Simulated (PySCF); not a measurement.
A PySCF script (with the pyscf-properties extension) for the NMR shieldings of SMILES C=C[C@@H]1C[C@H]([SiH3])CP1N, C6H14NPSi, on a GFN2-xTB geometry:

```python
import basis_set_exchange as bse
import numpy as np
from pyscf import gto, dft
from pyscf.prop import nmr

atoms = """
C    -1.885802    2.677915   -0.289839
C    -2.131788    1.388310   -0.144681
C    -1.163719    0.331676    0.265727
C     0.294120    0.763345    0.425943
C     1.141723   -0.500065    0.334904
Si    3.013982   -0.172752    0.368698
C     0.687408   -1.180524   -0.952419
P    -1.172736   -1.119417   -0.957526
N    -1.399447   -2.354224    0.237657
H    -2.658128    3.364745   -0.592187
H    -0.916182    3.109726   -0.111192
H    -3.133836    1.016101   -0.330604
H    -1.518632   -0.113751    1.205575
H     0.442019    1.287194    1.372047
H     0.566103    1.438450   -0.388945
H     0.864480   -1.150970    1.171650
H     3.723475   -1.448883    0.261986
H     3.363780    0.492851    1.624238
H     3.374360    0.684803   -0.762735
H     1.029014   -2.213417   -1.035474
H     1.040959   -0.633849   -1.830667
H    -2.372756   -2.376039    0.532221
H    -1.193149   -3.264241   -0.166657
"""
names = dict.fromkeys(["C", "Si", "P", "N", "H"], "pcSseg-1")
basis = {el: gto.basis.parse(bse.get_basis(n, elements=[el], fmt="nwchem")) for el, n in names.items()}
mol = gto.M(atom=atoms, basis=basis, charge=0, verbose=0)
mf = dft.RKS(mol, xc="PBE0")
mf.grids.level = 2
mf.grids.alignment = dft.numint.BLKSIZE   # the property module wants whole blocks of grid points
mf.conv_tol = 1e-9
mf.kernel()

calc = nmr.RKS(mf)   # GIAO
C = mf.mo_coeff
Co = C[:, mf.mo_occ > 0]
resp = mf.gen_response(singlet=True, hermi=2)
def vind(x):   # induced exchange potential for any number of trial vectors
    d = np.einsum("pi,xij,qj->xpq", C, 2 * x.reshape(-1, C.shape[1], Co.shape[1]), Co, optimize=True)
    return np.einsum("xpq,pi,qj->xij", resp(d - d.transpose(0, 2, 1)), C, Co, optimize=True).ravel()
mo1, _ = nmr.rhf.solve_mo1(calc, with_cphf=vind)
sigma = calc.kernel(mo1)
for i, s in enumerate(sigma):   # ppm
    w = np.linalg.eigvalsh((s + s.T) / 2)
    print("%2d %-2s iso %8.1f  s11 %8.1f  s22 %8.1f  s33 %8.1f" % (i, mol.atom_pure_symbol(i), w.mean(), *w))
```

Task: Give the expected output.

Result: 
```
 0 C  iso     71.4  s11    -37.5  s22     81.7  s33    170.1
 1 C  iso     37.8  s11    -83.7  s22     42.7  s33    154.4
 2 C  iso    121.7  s11    107.0  s22    110.0  s33    148.0
 3 C  iso    149.2  s11    124.3  s22    152.4  s33    170.8
 4 C  iso    163.3  s11    132.8  s22    171.6  s33    185.4
 5 Si iso    414.6  s11    373.6  s22    398.6  s33    471.5
 6 C  iso    144.8  s11    126.9  s22    142.0  s33    165.5
 7 P  iso    242.4  s11    186.3  s22    253.8  s33    287.2
 8 N  iso    231.1  s11    170.3  s22    231.2  s33    291.8
 9 H  iso     26.5  s11     24.0  s22     25.0  s33     30.4
10 H  iso     26.5  s11     23.4  s22     24.4  s33     31.9
11 H  iso     24.8  s11     22.1  s22     23.3  s33     29.2
12 H  iso     29.2  s11     26.4  s22     27.9  s33     33.4
13 H  iso     29.4  s11     24.0  s22     28.3  s33     35.9
14 H  iso     30.4  s11     24.6  s22     30.7  s33     35.8
15 H  iso     29.1  s11     24.3  s22     29.2  s33     33.9
16 H  iso     27.8  s11     23.9  s22     25.8  s33     33.6
17 H  iso     27.5  s11     23.5  s22     25.4  s33     33.6
18 H  iso     28.0  s11     24.8  s22     26.4  s33     33.0
19 H  iso     30.1  s11     25.2  s22     28.8  s33     36.4
20 H  iso     30.4  s11     25.5  s22     29.4  s33     36.3
21 H  iso     31.7  s11     23.6  s22     29.3  s33     42.1
22 H  iso     32.0  s11     23.6  s22     29.1  s33     43.3
```

These numbers come from an equivalent density-fitted implementation of the same equations, which agrees with the script to about 0.01 ppm for H and up to a few tenths of a ppm for heavy atoms, so last digits may differ.

Size and cost of the density-fitted run: 237 basis functions, 52 s wall time on 1 thread of an Intel Xeon 6975P-C, shared host; peak memory 1.1 GiB.
